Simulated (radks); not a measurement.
Initial-state core-level shifts of the tellurium ion Te2+ when its valence configuration changes from [Kr] 4d10 5s2 5p2. Method: scalar-relativistic Kohn-Sham, r2SCAN, spin-unpolarised, spherical densities, finite nucleus; meta-GGA in the generalised Kohn-Sham scheme; Fermi nuclear charge, rms radius 4.7423 fm; computed with a radial shooting solver on a logarithmic mesh with Libxc functionals. Shifts are changes of the shell-averaged eigenvalues in eV (positive: less bound); the change of the density at the nucleus, which sets a Mossbauer isomer shift, is in e/bohr^3, on a base of 2.349e+05.

valence,1s,2s,4s,4p,density at nucleus
4d8 5s2 5p4,-19.294,-20.268,-15.994,-15.255,+49.53
4d10 5s1 5p3,-1.483,-1.445,-1.442,-1.430,-65.58
4d9 5s1 5p4,-10.965,-11.396,-9.399,-9.024,-47.37
4d10 5p4,-2.932,-2.857,-2.850,-2.827,-132.46
4d9 5s2 5p3,-9.553,-10.016,-8.036,-7.674,+24.10
4d8 5s1 5p5,-20.646,-21.592,-17.290,-16.535,-27.87
4d7 5s2 5p5,-29.235,-30.765,-23.879,-22.752,+76.24
